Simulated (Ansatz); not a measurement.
The cluster Be₂S₂⁺, relaxed as a doublet with UKS PBE0-D4/def2-TZVP in Ansatz, starting from the GFN2-xTB geometry. Force threshold 0.02 eV/Å.

Another isomer (doublet) lies 2.73 eV lower at PBE0-D4/def2-TZVP; other spin states weren't run for this one.

Start:

Cartesian coordinates in Å:
```
Be -0.610 -0.715 -1.039
Be 1.044 0.240 -0.888
S 0.651 0.726 1.043
S -1.085 -0.252 0.884
```

Question: Estimate the energy that the relaxation releases and the steps that it takes.

Answer: 0.7 kcal/mol, in 4 steps; 4.4 s on 4 threads of Arm Neoverse V1 on a shared host. No frequencies were taken in this run, so the end may be a saddle point.

Question: Does the start keep its bonding and symmetry?

Answer: By distances, no bond broke or formed. The bond that changes most is Be1–Be2, from 1.92 to 1.99 Å (atoms count from 1). Point group Cs at the start, C2v at the end, both within 0.05 Å.

Question: Predict the relaxed structure.

Answer: 
```xyz
4

Be   -0.6387   -0.7297   -1.0494
Be    1.0817    0.2525   -0.8983
S     0.6479    0.7319    1.0508
S    -1.0909   -0.2547    0.8969
```
Bond lengths (bridged metal pairs left out): 2 × Be–S 2.05 Å; 1 × Be–Be 1.99 Å; 1 × S–S 2.01 Å.
